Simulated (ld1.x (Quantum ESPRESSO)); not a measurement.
# Reading a pseudo-wave (samarium)

Columns: radius, all-electron u(r) and pseudo u(r) of the 5d shell (level -2.37 eV) of samarium in the configuration [Kr] 4d10 4f5.5 5s2 5p6 5d0.5 6s2 6p0; LDA (PZ), scalar-relativistic, TM scheme, ld1.x (Quantum ESPRESSO) 7.5.

| r (bohr) | all-electron | pseudo |
| --- | --- | --- |
| 0.110 | 0.1438 | 0.0006 |
| 0.220 | 0.0906 | 0.0044 |
| 0.330 | -0.1075 | 0.0144 |
| 0.440 | -0.2314 | 0.0329 |
| 0.550 | -0.2420 | 0.0612 |
| 0.660 | -0.1739 | 0.0994 |
| 0.770 | -0.0672 | 0.1467 |
| 0.880 | 0.0504 | 0.2012 |
| 0.990 | 0.1634 | 0.2602 |
| 1.100 | 0.2640 | 0.3205 |
| 1.210 | 0.3495 | 0.3790 |
| 1.320 | 0.4196 | 0.4329 |
| 1.430 | 0.4753 | 0.4800 |
| 1.540 | 0.5180 | 0.5191 |
| 1.650 | 0.5498 | 0.5497 |
| 1.760 | 0.5721 | 0.5718 |
| 1.870 | 0.5866 | 0.5865 |
| 1.980 | 0.5948 | 0.5947 |
| 2.090 | 0.5977 | 0.5977 |
| 2.200 | 0.5963 | 0.5963 |
| 2.310 | 0.5916 | 0.5916 |
| 2.420 | 0.5843 | 0.5843 |
| 2.530 | 0.5749 | 0.5749 |
| 2.640 | 0.5639 | 0.5639 |
| 2.750 | 0.5517 | 0.5517 |
| 2.860 | 0.5386 | 0.5386 |

Task: How many radial nodes do the two functions have?

Result: The all-electron 5d function has n − l − 1 = 2; the pseudo-wave has 0, since the states of the same l below it are removed with the core.

Task: Is the pseudo-wave norm-conserving?

Result: Yes: the TM scheme keeps the norm inside the radius equal to the all-electron one, which fixes the energy derivative of the logarithmic derivative at the level.
